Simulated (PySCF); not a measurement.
Cu(I) anion (CuI), SMILES [Cu][I] (connectivity only; charge and spin as stated), charge -1, multiplicity 2.

The structure is a stationary point at PBE0-D3(BJ)/def2-TZVPD. The multiplicity is an assumed one; other spin states were not compared. The def2 effective core potentials stand for the cores of I; spin–orbit coupling is left out.

Computed with ωB97X/def2-TZVPD (PySCF).

Gas-phase values at a fixed geometry.

```yaml
total_energy: -1938.40783 hartree
point_group: C∞v
"α spin, highest occupied and lowest empty level": -1.41 and 4.26 eV
"β spin, highest occupied and lowest empty level": -4.28 and 4.17 eV
dipole_moment_about_the_centre_of_nuclear_charge: 2.58 D
mean_static_polarisability: 131.3 bohr³ (19.45 Å³)
polarisability_principal_values: 114.6, 114.6, 164.6 bohr³
"⟨S²⟩": 0.753 (pure state 0.75)
```
